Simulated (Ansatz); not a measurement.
Ansatz (a first-principles code) input for C3H6OSi, SMILES C#C[Si@@H](C)O, PBE-D3(BJ)/def2-SVP. 

Ansatz 0.2 input:
```yaml
crystal:
  periodic: [false, false, false]
  atoms:
    - {symbol: C, position_ang: [2.41363470, 0.82914258, 0.51142408]}
    - {symbol: C, position_ang: [1.27631778, 0.39309520, 0.41262789]}
    - {symbol: Si, position_ang: [-0.43548020, -0.27175184, 0.25438695]}
    - {symbol: C, position_ang: [-1.59088395, 1.04822723, -0.35566769]}
    - {symbol: O, position_ang: [-0.46908195, -1.50203350, -0.87191330]}
    - {symbol: H, position_ang: [3.41387956, 1.21582605, 0.59853436]}
    - {symbol: H, position_ang: [-0.83010723, -0.76980449, 1.60738465]}
    - {symbol: H, position_ang: [-1.25880679, 1.42335122, -1.33619591]}
    - {symbol: H, position_ang: [-2.61117725, 0.64811295, -0.46631620]}
    - {symbol: H, position_ang: [-1.62553928, 1.89646666, 0.34568276]}
    - {symbol: H, position_ang: [0.16671839, -2.21594871, -0.74550627]}
basis:
  gaussian:
    orbitals: def2-SVP
hamiltonian:
  xc: pbe
  dispersion: d3bj
relax: {f_tol: 0.002, max_steps: 200}
```

Program output:

```
WARN ansatz: RAYON_NUM_THREADS=1 ignored (pool sized by the plan → 1); use --threads N
Functional definition: PBE
integrals: 0.05 GiB planned
1161 factors; their error is unknown
mean field: 0.27 GiB planned
mean field evaluation 1: about -13101.7389 eV, gradient 8.0e1 eV
mean field evaluation 2: about -13076.4887 eV, gradient 1.3e2 eV
mean field evaluation 4: about -13115.9239 eV, gradient 7.9e0 eV
mean field evaluation 8: about -13116.0752 eV, gradient 1.1e-1 eV
mean field evaluation 16: about -13116.0167 eV, gradient 5.8e-4 eV
mean field -13116.01673722 eV, -482.0047247375 hartree, gradient 2.2e-5 eV, S^2 0.000000; 0 other end points of the search recorded, 0 dependent functions left out
the calculation of the forces begins
reference -13116.01677405 eV, -482.0047260907 hartree; 23, 23 occupied and 81, 81 virtual orbitals, 1161 factors
relax step   1: F+E_penalty+E_count = -13116.23766837 eV  Δ(F+E_penalty+E_count) = +0.000e0 eV  max|allowed force component| = 5.766e-1 eV/Å  Δτ_max = 0.0000 Å  (28 SCF iters, accepted)
these checks for a lower state are left out or cut short: starts, cluster_reference, orbital_swaps, neighbouring_geometries, increment
integrals: 0.05 GiB planned
1161 factors; their error is unknown
mean field: 0.27 GiB planned
mean field -13116.02958569 eV, -482.0051969099 hartree, gradient 1.5e-5 eV, S^2 0.000000; 0 other end points of the search recorded, 0 dependent functions left out
the calculation of the forces begins
reference -13116.02962265 eV, -482.0051982681 hartree; 23, 23 occupied and 81, 81 virtual orbitals, 1161 factors
relax step   2: F+E_penalty+E_count = -13116.24977894 eV  Δ(F+E_penalty+E_count) = -1.211e-2 eV  max|allowed force component| = 2.084e-1 eV/Å  Δτ_max = 0.0146 Å  (31 SCF iters, accepted)
these checks for a lower state are left out or cut short: starts, cluster_reference, orbital_swaps, neighbouring_geometries, increment
integrals: 0.05 GiB planned
1161 factors; their error is unknown
mean field: 0.27 GiB planned
mean field evaluation 32: about -13116.0318 eV, gradient 1.7e-5 eV
mean field -13116.03178687 eV, -482.0052778019 hartree, gradient 1.7e-5 eV, S^2 0.000000; 0 other end points of the search recorded, 0 dependent functions left out
the calculation of the forces begins
reference -13116.03182389 eV, -482.0052791622 hartree; 23, 23 occupied and 81, 81 virtual orbitals, 1161 factors
relax step   3: F+E_penalty+E_count = -13116.25159249 eV  Δ(F+E_penalty+E_count) = -1.814e-3 eV  max|allowed force component| = 7.112e-2 eV/Å  Δτ_max = 0.0068 Å  (31 SCF iters, accepted)
these checks for a lower state are left out or cut short: starts, cluster_reference, orbital_swaps, neighbouring_geometries, increment
integrals: 0.05 GiB planned
1161 factors; their error is unknown
mean field: 0.27 GiB planned
mean field -13116.03196597 eV, -482.0052843835 hartree, gradient 2.1e-5 eV, S^2 0.000000; 0 other end points of the search recorded, 0 dependent functions left out
the calculation of the forces begins
reference -13116.03200297 eV, -482.0052857433 hartree; 23, 23 occupied and 81, 81 virtual orbitals, 1161 factors
relax step   4: F+E_penalty+E_count = -13116.25184125 eV  Δ(F+E_penalty+E_count) = -2.488e-4 eV  max|allowed force component| = 6.245e-2 eV/Å  Δτ_max = 0.0065 Å  (24 SCF iters, accepted)
these checks for a lower state are left out or cut short: starts, cluster_reference, orbital_swaps, neighbouring_geometries, increment
integrals: 0.05 GiB planned
1161 factors; their error is unknown
mean field: 0.27 GiB planned
mean field -13116.03219679 eV, -482.0052928662 hartree, gradient 1.5e-5 eV, S^2 0.000000; 0 other end points of the search recorded, 0 dependent functions left out
the calculation of the forces begins
reference -13116.03223380 eV, -482.0052942263 hartree; 23, 23 occupied and 81, 81 virtual orbitals, 1161 factors
relax step   5: F+E_penalty+E_count = -13116.25207772 eV  Δ(F+E_penalty+E_count) = -2.365e-4 eV  max|allowed force component| = 9.375e-3 eV/Å  Δτ_max = 0.0117 Å  (29 SCF iters, accepted)
these checks for a lower state are left out or cut short: starts, cluster_reference, orbital_swaps, neighbouring_geometries, increment
integrals: 0.05 GiB planned
1161 factors; their error is unknown
mean field: 0.27 GiB planned
mean field -13116.03218406 eV, -482.0052923984 hartree, gradient 6.4e-6 eV, S^2 0.000000; 0 other end points of the search recorded, 0 dependent functions left out
the calculation of the forces begins
reference -13116.03222107 eV, -482.0052937585 hartree; 23, 23 occupied and 81, 81 virtual orbitals, 1161 factors
relax step   6: F+E_penalty+E_count = -13116.25208315 eV  Δ(F+E_penalty+E_count) = -5.430e-6 eV  max|allowed force component| = 9.981e-3 eV/Å  Δτ_max = 0.0020 Å  (23 SCF iters, accepted)
these checks for a lower state are left out or cut short: starts, cluster_reference, orbital_swaps, neighbouring_geometries, increment
integrals: 0.05 GiB planned
1161 factors; their error is unknown
mean field: 0.27 GiB planned
mean field -13116.03219278 eV, -482.0052927188 hartree, gradient 6.0e-5 eV, S^2 0.000000; 0 other end points of the search recorded, 0 dependent functions left out
the calculation of the forces begins
reference -13116.03222979 eV, -482.0052940789 hartree; 23, 23 occupied and 81, 81 virtual orbitals, 1161 factors
relax step   7: F+E_penalty+E_count = -13116.25208928 eV  Δ(F+E_penalty+E_count) = -6.137e-6 eV  max|allowed force component| = 1.424e-3 eV/Å  Δτ_max = 0.0007 Å  (19 SCF iters, accepted)
integrals: 0.05 GiB planned
1161 factors; their error is unknown
mean field: 0.27 GiB planned
mean field evaluation 64: about -13116.0752 eV, gradient 2.4e0 eV
mean field -13116.03219278 eV, -482.0052927188 hartree, gradient 6.0e-5 eV, S^2 0.000000; 1 other end points of the search recorded, 0 dependent functions left out
the calculation of the forces begins
reference -13116.03222979 eV, -482.0052940789 hartree; 23, 23 occupied and 81, 81 virtual orbitals, 1161 factors
Total energy: -13116.25212629 eV, -482.0133751263 hartree
Atom 0 at     2.424189     0.830372     0.512192 Å, force     0.001424    -0.000642    -0.000265 eV/Å
Atom 1 at     1.279170     0.393076     0.413033 Å, force    -0.001268     0.000411     0.000645 eV/Å
Atom 2 at    -0.437064    -0.275271     0.253582 Å, force    -0.000308    -0.000737    -0.000803 eV/Å
Atom 3 at    -1.599301     1.053640    -0.359148 Å, force     0.000197     0.000540    -0.000176 eV/Å
Atom 4 at    -0.472614    -1.514657    -0.885549 Å, force     0.000642    -0.000818     0.001284 eV/Å
Atom 5 at     3.430958     1.218570     0.599670 Å, force    -0.000270     0.000057    -0.000082 eV/Å
Atom 6 at    -0.835716    -0.776257     1.617088 Å, force     0.000186    -0.000085     0.000199 eV/Å
Atom 7 at    -1.263247     1.433572    -1.344315 Å, force    -0.000381     0.000166     0.000068 eV/Å
Atom 8 at    -2.626460     0.651374    -0.468726 Å, force     0.000161    -0.000019    -0.000150 eV/Å
Atom 9 at    -1.628669     1.902590     0.352891 Å, force    -0.000125    -0.000169    -0.000149 eV/Å
Atom 10 at     0.178227    -2.222325    -0.736277 Å, force    -0.000259     0.001296    -0.000570 eV/Å
Dipole moment:     0.172167    -0.000284     0.056723 e Å
```

Self-consistency was reached.

Cost: roughly 11 core-seconds.
